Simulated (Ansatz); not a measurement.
Job for Ansatz (a quantum-chemistry and plane-wave program): R-BHLYP/def2-TZVPP on LiBe+, 2S+1 = 1, a spin state set in the input, which need not be the lowest, a point of a bond scan (R = 2.611 Å). Charge +1.

Ansatz 0.2 input:
```yaml
crystal:
  periodic: [false, false, false]
  atoms:
    - {symbol: Li, position_ang: [0.00000000, 0.00000000, 0.00000000]}
    - {symbol: Be, position_ang: [0.00000000, 0.00000000, 2.61143300]}
basis:
  gaussian:
    orbitals: def2-TZVPP
    pivot_positions_ang: [[0.00000000, 0.00000000, 0.00000000], [0.00000000, 0.00000000, 2.61143300]]
hamiltonian:
  xc: {name: BHLYP}
total_charge: 1
output: {forces: true, orbitals: {seedname: ./end}}
```

The log:

```
WARN ansatz: RAYON_NUM_THREADS=2 ignored (pool sized by the plan → 2); use --threads N
Functional definition: BHLYP
integrals: 0.00 GiB planned
286 factors; their error is unknown
mean field: 0.07 GiB planned
mean field evaluation 1: about -597.7544 eV, gradient 4.5e0 eV
mean field evaluation 2: about -597.8377 eV, gradient 5.1e-1 eV
mean field evaluation 4: about -597.8344 eV, gradient 5.7e-2 eV
mean field evaluation 8: about -597.8344 eV, gradient 2.7e-4 eV
mean field -597.83444090 eV, -21.9700104762 hartree, gradient 2.3e-5 eV, S^2 0.000000; 0 other end points of the search recorded, 0 dependent functions left out
the calculation of the forces begins
reference -597.83458975 eV, -21.9700159466 hartree; 3, 3 occupied and 35, 35 virtual orbitals, 286 factors
Total energy: -597.83458975 eV, -21.9700159466 hartree
Atom 0 at     0.000000     0.000000     0.000000 Å, force     0.000000    -0.000000     0.048130 eV/Å
Atom 1 at     0.000000     0.000000     2.611433 Å, force    -0.000000     0.000000    -0.048130 eV/Å
Dipole moment:     0.000000    -0.000000    -0.680571 e Å
```

The calculation finished and met its thresholds.

Cost: roughly 0.8 core-seconds.
